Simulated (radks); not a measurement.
Task: The mean radii <r> (bohr) of the occupied orbitals of an atom or ion are listed with their occupations. Method: Dirac Kohn-Sham, BP86, spin-unpolarised, spherical densities, finite nucleus; Fermi nuclear charge, rms radius of each element as measured or else 0.836 A^(1/3) + 0.57 fm; computed with a radial shooting solver on a logarithmic mesh with Libxc functionals.

| orbital | occ. | <r> |
|---|---|---|
| 1s1/2 | 2 | 0.01966 |
| 2s1/2 | 2 | 0.08274 |
| 2p1/2 | 2 | 0.06871 |
| 2p3/2 | 4 | 0.07621 |
| 3s1/2 | 2 | 0.2148 |
| 3p1/2 | 2 | 0.2045 |
| 3p3/2 | 4 | 0.2181 |
| 3d3/2 | 4 | 0.1914 |
| 3d5/2 | 6 | 0.1956 |
| 4s1/2 | 2 | 0.4486 |
| 4p1/2 | 2 | 0.4481 |
| 4p3/2 | 4 | 0.4697 |
| 4d3/2 | 4 | 0.4639 |

Name the element and its charge. Open shells, if any, fill j = l - 1/2 first.

Result: Z = 70, ytterbium, charge +30: Yb30+ in [Kr] 4d4. The 1s radius gives Z: for a bare nucleus <r> = (2 gamma + 1)/(2Z) with gamma = sqrt(1 - (Z/c)^2), 0.01942 bohr for Z = 70, and screening makes it slightly larger (0.01966 here). The occupations add up to 40, and the charge is Z minus that.
